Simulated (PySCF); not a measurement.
[IrCl6]3- (charge -3 and singlet state).
Bonds: Ir1–Cl2, Ir1–Cl3, Ir1–Cl4, Ir1–Cl5, Ir1–Cl6, Ir1–Cl7.

Computed with PBE0-D3(BJ)/def2-SVP geometry optimisation, gas phase, def2 core potentials past Kr in PySCF 2.14.0.

(1) How far are the bound atoms from Ir1?

(2) List the angles at Ir1.

(3) What is the shape at Ir1?

(4) What are the rotational constants (commonest isotopes, rigid rotor)?

## Answers

(1) 6 atoms: Cl3 2.432 Å, Cl6 2.432 Å, Cl7 2.432 Å, Cl5 2.432 Å, Cl2 2.432 Å, Cl4 2.432 Å.

(2) 
| angle | degrees | distance of the outer atoms (Å) |
| --- | --- | --- |
| Cl6–Ir1–Cl7 | 180.0 | 4.86 |
| Cl2–Ir1–Cl3 | 179.9 | 4.86 |
| Cl4–Ir1–Cl5 | 179.9 | 4.86 |
| Cl2–Ir1–Cl4 | 90.1 | 3.44 |
| Cl3–Ir1–Cl7 | 90.0 | 3.44 |
| Cl5–Ir1–Cl6 | 90.0 | 3.44 |
| Cl4–Ir1–Cl7 | 90.0 | 3.44 |
| Cl2–Ir1–Cl6 | 90.0 | 3.44 |
| Cl5–Ir1–Cl7 | 90.0 | 3.44 |
| Cl3–Ir1–Cl6 | 90.0 | 3.44 |
| Cl3–Ir1–Cl5 | 90.0 | 3.44 |
| Cl3–Ir1–Cl4 | 90.0 | 3.44 |
| Cl2–Ir1–Cl7 | 90.0 | 3.44 |
| Cl2–Ir1–Cl5 | 90.0 | 3.44 |
| Cl4–Ir1–Cl6 | 90.0 | 3.44 |

(3) Octahedral: the three widest angles are 180.0°, 179.9° and 179.9°, the others run from 90.0° to 90.1°.

(4) A = 610.9, B = 610.6, C = 610.5 MHz: a spherical top.

Point group: Oh (tolerance 0.08 Å). Charge -3, singlet. Whether so highly charged an anion holds all its electrons in the gas phase wasn't checked; a finite basis holds them in any case. No counter-ion or solvent screens the charge of this multiply charged ion. Whether it is a minimum is left open (no frequencies).

On one thread of an AMD EPYC 7571 (shared host), this took 3.0 min of wall time and 0.59 GiB of memory at its peak. This is the geometry optimisation.
